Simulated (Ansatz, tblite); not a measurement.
Removing and adding an electron: the cluster Li9 (the lowest doublet isomer of a short search). Charge 0, multiplicity 2. Geometry: r2SCAN/def2-TZVP. Ansatz, gas phase; energy differences of separate SCF runs; the oxidised species is a singlet (the triplet lies 1.05 eV higher at PBE0/def2-TZVP); the reduced species is a triplet (the singlet lies 0.20 eV higher at PBE0/def2-TZVPD).

Cartesian coordinates in Å:
```
Li -0.3198 1.4019 2.3596
Li 0.4177 -2.6455 -0.6918
Li -1.5328 1.9406 -0.5840
Li 1.5730 2.2522 0.2745
Li 0.0007 0.0030 -0.0016
Li 1.9325 -0.7435 1.4609
Li -1.7675 -1.2930 1.2778
Li -1.6705 -1.0019 -1.9537
Li 1.3665 0.0862 -2.1416
```

The xTB rows come from tblite. HOMO above LUMO, or a gap near zero within one spin, warns that the state may not be the lowest or that an electron is smeared out. The structure comes from a short search, and lower isomers may exist.

| level | −HOMO (eV) | vertical IE (eV) | −LUMO (eV) | vertical EA (eV) | HOMO–LUMO gap (eV) | IE − EA (eV) | remarks |
| --- | --- | --- | --- | --- | --- | --- | --- |
| GFN2-xTB | – | 6.26 | – | 2.51 | – | 3.75 | – |
| PBE/def2-TZVP | 2.31 | 3.79 | 1.93 | – | 0.38 | – | restricted SCF unstable in HF (+1 singlet) |
| PBE/def2-TZVPD | 2.32 | – | 1.95 | 0.69 | 0.38 | – | HOMO above zero (-1 triplet), gap within one spin near zero (-1 triplet) |
| r2SCAN/def2-TZVP | 2.37 | 3.77 | 1.77 | – | 0.60 | – | restricted SCF unstable in HF (+1 singlet) |
| r2SCAN/def2-TZVPD | 2.38 | – | 1.79 | 0.68 | 0.59 | – | HOMO above zero (-1 triplet) |
| PBE0/def2-TZVP | 2.71 | 3.74 | 1.44 | – | 1.26 | – | restricted SCF unstable in HF (+1 singlet) |
| PBE0/def2-TZVPD | 2.72 | – | 1.47 | 0.63 | 1.25 | – | HOMO above zero (-1 triplet) |

Relaxing the oxidised species (r2SCAN/def2-TZVP) changes its energy by -0.08 eV at PBE/def2-TZVP, so the adiabatic ionisation energy to this nearest minimum is 3.71 eV. At PBE0/def2-TZVP it is 3.65 eV.     A HOMO above zero means that the electron is unbound at that level or that self-interaction error raises the level; the energy of removing that electron tells which. HOMO and LUMO are the levels of the spin that leaves or enters (xTB has no such levels and no spin-polarisation term). Other spin states of the ions may lie lower, which would lower the ionisation energy or raise the affinity. Raw xTB energy differences between charge states are shifted by several eV; the methods need an empirical correction for them.
